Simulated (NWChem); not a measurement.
Species: SiH2SCl2; SMILES S[SiH](Cl)Cl

```xyz
6

Si    -0.0118     0.0316     0.5156
S      1.4804    -1.2990    -0.2030
Cl     0.2641     1.9427    -0.1965
Cl    -1.7910    -0.7186    -0.1745
H     -0.0583     0.1236     1.9928
H      2.4959    -0.5920     0.3446
```
Atoms are numbered in this order, from 1.

All runs: NWChem. Structure relaxed at the PBE0/def2-SVP level. Ions are spin-unrestricted doublets at the neutral geometry; other ion states weren't tried.

For level B3LYP/def2-SVP:

vertical ionisation energy, ΔSCF (eV): 10.23
−ε(HOMO) (eV): 7.64

**Question.** What are these values for level PBE/def2-SVP?

**Answer.** vertical ionisation energy, ΔSCF (eV): 9.96
−ε(HOMO) (eV): 6.66
